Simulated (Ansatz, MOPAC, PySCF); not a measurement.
Species: LiI, charge 0, multiplicity 1. SMILES: [Li][I]
Structure (B3LYP-D3(BJ)/def2-TZVP (Ansatz, a first-principles code) minimum search):
```
Li
I 1 2.3925
```

Unscaled harmonic wavenumbers (cm⁻¹) in rising order, each level at the stationary point that it reaches from this structure (no distance between atoms moves by over 0.3 Å); the order of modes can differ between levels, and a negative number is imaginary. B3LYP-D3(BJ)/def2-TZVP (PySCF, at the structure above): 497.

AM1 (MOPAC): 656. Zero-point energy 0.9 against 0.7 kcal/mol.

PM3 (MOPAC): 336. Zero-point energy 0.5 against 0.7 kcal/mol.

HF/3-21G (Ansatz): 488. Zero-point energy 0.7 against 0.7 kcal/mol.
